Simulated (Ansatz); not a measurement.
In4N4H14, a cluster cut from wurtzite InN (hydrogen-capped). Charge 0, multiplicity 1. Geometry PBE-D4/def2-SVP.

```tsv
atom	x (Å)	y (Å)	z (Å)
In1	2.1236	0.2020	-1.2583
N2	1.9382	0.4416	1.0255
In3	-1.3537	1.5155	-1.4146
N4	0.0045	-0.1937	-1.7172
N5	-1.2532	1.6291	0.8843
In6	-0.0051	0.2266	2.0087
In7	-0.7590	-2.1336	-1.0020
N8	-0.6948	-1.7114	1.2620
H9	2.5639	1.8195	-1.7497
H10	3.0608	-1.2669	-1.3847
H11	2.3296	1.3671	1.2575
H12	2.6023	-0.2250	1.4477
H13	-0.5714	3.0077	-1.8765
H14	-3.0120	1.0308	-1.6732
H15	0.0068	-0.3096	-2.7477
H16	-0.9706	2.5924	1.1206
H17	-2.2240	1.5611	1.2257
H18	-0.0087	0.4215	3.7404
H19	0.4646	-3.3695	-1.1660
H20	-2.4775	-2.2584	-1.2904
H21	-0.1205	-2.4564	1.6848
H22	-1.6441	-1.8904	1.6230
```

In the def2 sets In takes a core potential; there is no spin–orbit coupling. Single mean-field runs in def2-TZVP are fitted with def2-universal-jkfit.

(1) Estimate the orbital energies around the gap (eV) in Ansatz with PBE-D4/def2-SVP, PBE-D4/def2-TZVP, r2SCAN-D4/def2-TZVP, PBE0-D4/def2-SVP, PBE0-D4/def2-TZVP.

Answers

(1) 
| orbital | PBE-D4/def2-SVP | PBE-D4/def2-TZVP | r2SCAN-D4/def2-TZVP | PBE0-D4/def2-SVP | PBE0-D4/def2-TZVP |
| --- | --- | --- | --- | --- | --- |
| HOMO−9 | -8.59 | -8.71 | -9.08 | -10.08 | -10.18 |
| HOMO−8 | -8.34 | -8.41 | -8.75 | -9.65 | -9.71 |
| HOMO−7 | -7.38 | -7.43 | -7.70 | -8.73 | -8.76 |
| HOMO−6 | -7.37 | -7.43 | -7.70 | -8.73 | -8.76 |
| HOMO−5 | -6.69 | -6.76 | -7.05 | -7.90 | -7.96 |
| HOMO−4 | -6.69 | -6.76 | -7.05 | -7.90 | -7.96 |
| HOMO−3 | -6.65 | -6.71 | -6.98 | -7.89 | -7.92 |
| HOMO−2 | -6.07 | -6.16 | -6.44 | -7.23 | -7.30 |
| HOMO−1 | -5.88 | -5.95 | -6.19 | -7.05 | -7.11 |
| HOMO | -5.88 | -5.95 | -6.19 | -7.05 | -7.11 |
| LUMO | -1.58 | -1.82 | -1.48 | -0.74 | -1.01 |
| LUMO+1 | -1.04 | -1.31 | -0.90 | -0.29 | -0.62 |
| LUMO+2 | -1.04 | -1.31 | -0.85 | -0.29 | -0.62 |
| LUMO+3 | -0.96 | -1.20 | -0.85 | -0.13 | -0.41 |
| LUMO+4 | 0.14 | -0.29 | 0.21 | 0.94 | 0.42 |
| LUMO+5 | 0.45 | 0.18 | 0.61 | 1.20 | 0.82 |
